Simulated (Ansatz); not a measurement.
The cluster PbF3. Charge 0, multiplicity 2. Geometry r2SCAN-D4/def2-TZVPD, that of the charge -1 singlet; atoms count from 1.

```xyz
4

Pb    0.280    0.749    0.138
F    -1.361   -0.014    1.245
F     1.538   -0.939    0.393
F    -0.456    0.204   -1.775
```

In the def2 sets Pb takes a core potential; there is no spin–orbit coupling. The structure comes from a short search, and lower isomers may exist.

Estimate the Mulliken populations from the PBE0/def2-TZVPD orbitals of Ansatz.


| atom | charge (e) | spin (α − β) |
| --- | --- | --- |
| Pb1 | 1.60 | 0.36 |
| F2 | -0.53 | 0.21 |
| F3 | -0.53 | 0.21 |
| F4 | -0.53 | 0.21 |
Mulliken values depend strongly on the basis. With diffuse functions, as here, like atoms can get unlike values, and bond orders can come out too low or too high.

Where does the spin sit?

Summed by element: Pb 0.36, F 0.64, of 1 unpaired in all. Largest on single atoms: Pb1 0.36, F4 0.21, F2 0.21.

And the Mayer bond orders between heavy atoms (over 0.3)?

Pb1–F2 0.53 (2.12 Å); Pb1–F3 0.53 (2.12 Å); Pb1–F4 0.53 (2.12 Å).
